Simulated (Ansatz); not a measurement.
Ideal-gas functions of `B[Se]CF` at 298.15 K and 1 bar, from an Ansatz frequency run at PBE0-D4/def2-TZVP.

Molar mass 124.81 g/mol, point group C1 (symmetry number 1), electronic degeneracy 1, moments of inertia 50.911, 169.577, 198.043 u Å². Harmonic wavenumbers (cm⁻¹, unscaled): 52, 234, 285, 442, 643, 695, 744, 907, 917, 1085, 1168, 1255, 1323, 1475, 2606, 2718, 3085, 3163.

Use S(trans) = R[1.5 ln M + 2.5 ln T − 1.1517]; rotational temperatures θ = 24.2544 K / I; S(rot) = R[ln(√π/σ · √(T³/θAθBθC)) + 1.5]; for each mode x = 1.438777 ν̃/T, S = R[x/(eˣ − 1) − ln(1 − e⁻ˣ)] and H = RT x/(eˣ − 1); 1 cm⁻¹ = 0.0119627 kJ/mol; R = 8.31446 J/(mol·K).

By hand: the entropy, in J/(mol·K).

Translation 169.1. Rotation: θ = 0.4764, 0.143, 0.1225 K, giving 108.2. Vibration, mode by mode: 19.83, 7.73, 6.29, 3.43, 1.60, 1.31, 1.08, 0.57, 0.55, 0.28, 0.20, 0.14, 0.10, 0.05, 0.00, 0.00, 0.00, 0.00, in all 43.2. Electronic 0.0. Sum 320.5 J/(mol·K).

By hand: H − E and G − E in kJ/mol, counted from the electronic energy.

Zero-point energy ½ × 22797 × 0.0119627 = 136.4; thermal vibration 6.8; translation, rotation and pV give 4 RT = 9.9. H − E = 153.1 kJ/mol, and G − E = 153.1 − 298.15 × 320.5/1000 = 57.5 kJ/mol.

Vibration gives 13 % of the entropy, 19.8 J/(mol·K) of it from the mode under 150 cm⁻¹: soft modes count most, and the harmonic formula is weakest for them. The sum counts one conformer and one mirror image; others add a mixing term.
